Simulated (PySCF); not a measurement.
Te(SMe)(SiH3) (CH₆SSiTe), SMILES CS[Te][SiH3].

Geometry optimised at B3LYP-D3(BJ)/def2-SVP. The structure was generated by enumeration, and PubChem lists no compound with its InChIKey, so it may never have been made. The def2 effective core potentials stand for the cores of Te; spin–orbit coupling is left out. Other conformers were not sampled.

Level of theory: PBE/def2-TZVP (PySCF).

Gas-phase values at a fixed geometry.

Problem. Estimate the frontier levels, gap, dipole moment and polarisability. (The exact figures need the calculation; the answer reports its results.)

Solution. 
```json
{
  "highest_occupied_level": "-5.50 eV",
  "lowest_empty_level": "-2.72 eV",
  "orbital_gap": "2.79 eV",
  "dipole_moment": "1.43 D",
  "quadrupole, principal values (traceless, Buckingham form, about the centre of nuclear charge)": "-5.38, -0.93, 6.31 D·Å",
  "mean_static_polarisability": "104.4 bohr³ (15.47 Å³)",
  "polarisability_principal_values": "81.5, 102.4, 129.3 bohr³"
}
```
